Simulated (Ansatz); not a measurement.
Several settings on one geometry of the cluster AlRu₂⁺ (the lowest singlet isomer of a short search) (that of the charge 1 singlet, r2SCAN-D4/def2-TZVP). Ansatz on 4 threads of Arm Neoverse N1 on a shared host; times are rough.

Cartesian coordinates in Å:
```
Ru -0.570 0.863 -0.669
Ru -0.542 -0.167 1.176
Al 1.112 -0.696 -0.507
```

Totals from different functionals, basis sets or treatments of relativity can't be compared as stabilities.

In the def2 sets Ru takes a core potential; there is no spin–orbit coupling. Correlated methods freeze 5 core orbitals; core or outer-core shells of Ru are correlated, in sets that lack core-valence functions.

At r2SCAN-D4/def2-TZVP a quintet lies 1.56 eV below the restricted singlet of charge 1, at its own geometry.

The spins typed aren't always the lowest for that charge.

(1) Give the basis size and estimate the energy, ⟨S²⟩ and time of these runs.

| run | method | charge | state | further keys |
| --- | --- | --- | --- | --- |
| 1 | UKS PBE0-DH/def2-SVP | 1 | triplet | – |
| 2 | ROKS r2SCAN-D4/def2-SVP | 2 | doublet | scf: {omitted_lower_state_checks: [starts]}; forces asked |
| 3 | RKS RPBE-D3(BJ)-ATM/def2-mTZVPP | 1 | singlet | scf: {lower_state_search: off}; forces asked |

Results:

(1) 
```
run  functions  energy (Eh)  ⟨S²⟩  wall time
  1         80    -431.4671  3.91    2.9 min
  2         80    -431.3672     –       11 s
  3         88    -432.1005     –      1.6 s
```

At UKS PBE0-DH/def2-SVP the charge 1 triplet is spin-contaminated (final ⟨S²⟩ up to 3.91, 2.00 for a pure state). The restricted singlet is unstable towards broken spin symmetry at other levels; at RKS RPBE-D3(BJ)-ATM/def2-mTZVPP this wasn't settled.
